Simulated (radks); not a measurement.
Results of a calculation; reference values are marked as such.
Q: These are the eigenvalues of the occupied orbitals of an atom or ion with whole-number occupations (eV). Level of theory: Dirac Kohn-Sham, PBE, spin-unpolarised, spherical densities, point nucleus (a radial shooting solver on a logarithmic mesh with Libxc functionals).

| orbital | eigenvalue |
|---|---|
| 1s1/2 | -15945.11 |
| 2s1/2 | -2170.897 |
| 2p1/2 | -1976.853 |
| 2p3/2 | -1908.445 |
| 3s1/2 | -347.6703 |
| 3p1/2 | -277.2090 |
| 3p3/2 | -266.7203 |
| 3d3/2 | -143.0898 |
| 3d5/2 | -141.2591 |
| 4s1/2 | -54.7060 |
| 4p1/2 | -37.3109 |
| 4p3/2 | -36.1284 |

Which element is it, and in what charge state? The configuration may be excited. Open shells, if any, fill j = l - 1/2 first.

A: Z = 38, strontium, charge +2: Sr2+ in [Kr]. The list shows which subshells hold electrons but not how many an open one holds; the 1s level, -585.97 hartree, gives Z - s = 34.2 by -(Z - s)^2/2, which with screening and relativity narrows Z to a few neighbours, and the depths of the outer levels then fix element, charge and occupations together.
